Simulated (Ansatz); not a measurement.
Calculated with Ansatz (gas phase, PBE0-D4/def2-TZVP geometries, no zero-point term in ΔE). CCSD(T)/CBS is the MP2 limit (def2-TZVPP, def2-QZVPP) plus CCSD(T) − MP2 in def2-TZVPP, frozen cores. DFT in def2-TZVPP. B3LYP here is the variant with VWN-RPA as its local correlation; programs differ in this. One conformer a species, not always the lowest.

`N[SiH2]N[SiH2]O` → `N[SiH](N)O[SiH3]`  (isomerisation)

```json
{"level": "PBE-D4", "ΔE (kcal/mol)": "-12.9", "difference from CCSD(T)/CBS": "1.5"}
{"level": "r2SCAN-D4", "ΔE (kcal/mol)": "-14.9", "difference from CCSD(T)/CBS": "-0.5"}
{"level": "PBE0-D4", "ΔE (kcal/mol)": "-13.8", "difference from CCSD(T)/CBS": "0.6"}
{"level": "B3LYP-D4", "ΔE (kcal/mol)": "-15.2", "difference from CCSD(T)/CBS": "-0.8"}
{"level": "ωB97X-V", "ΔE (kcal/mol)": "-14.6", "difference from CCSD(T)/CBS": "-0.2"}
{"level": "ωB97M-V", "ΔE (kcal/mol)": "-14.5", "difference from CCSD(T)/CBS": "-0.1"}
{"level": "B2PLYP", "ΔE (kcal/mol)": "-14.8", "difference from CCSD(T)/CBS": "-0.4"}
{"level": "PBE", "ΔE (kcal/mol)": "-12.7", "difference from CCSD(T)/CBS": "1.7"}
{"level": "r2SCAN", "ΔE (kcal/mol)": "-14.8", "difference from CCSD(T)/CBS": "-0.4"}
{"level": "PBE0", "ΔE (kcal/mol)": "-13.5", "difference from CCSD(T)/CBS": "0.9"}
{"level": "B3LYP", "ΔE (kcal/mol)": "-14.8", "difference from CCSD(T)/CBS": "-0.4"}
{"level": "HF/def2-TZVPP", "ΔE (kcal/mol)": "-17.3", "difference from CCSD(T)/CBS": "-2.9"}
{"level": "MP2/def2-TZVPP", "ΔE (kcal/mol)": "-14.2", "difference from CCSD(T)/CBS": "0.2"}
{"level": "SCS-MP2/def2-TZVPP", "ΔE (kcal/mol)": "-14.7", "difference from CCSD(T)/CBS": "-0.3"}
{"level": "CCSD/def2-TZVPP", "ΔE (kcal/mol)": "-14.9", "difference from CCSD(T)/CBS": "-0.5"}
{"level": "CCSD(T)/def2-TZVPP", "ΔE (kcal/mol)": "-14.5", "difference from CCSD(T)/CBS": "-0.1"}
{"level": "HF/def2-QZVPP", "ΔE (kcal/mol)": "-17.5", "difference from CCSD(T)/CBS": "-3.1"}
{"level": "MP2/def2-QZVPP", "ΔE (kcal/mol)": "-14.3", "difference from CCSD(T)/CBS": "0.1"}
{"level": "SCS-MP2/def2-QZVPP", "ΔE (kcal/mol)": "-14.8", "difference from CCSD(T)/CBS": "-0.4"}
{"level": "HF/CBS(def2)", "ΔE (kcal/mol)": "-17.5", "difference from CCSD(T)/CBS": "-3.1"}
{"level": "MP2/CBS(def2)", "ΔE (kcal/mol)": "-14.2", "difference from CCSD(T)/CBS": "0.2"}
{"level": "CCSD/CBS(def2)", "ΔE (kcal/mol)": "-14.9", "difference from CCSD(T)/CBS": "-0.5"}
{"level": "CCSD(T)/CBS", "ΔE (kcal/mol)": "-14.4", "difference from CCSD(T)/CBS": "0"}
```

Largest T1 diagnostic among the species: 0.011.

In def2-TZVPP, CCSD(T) changes the Hartree–Fock value by +2.8 kcal/mol (the triples alone add +0.4 kcal/mol) and MP2 by +3.0 kcal/mol. From PBE to PBE0 (25 % exact exchange), in def2-TZVPP and without D4, ΔE moves by −0.8 kcal/mol.
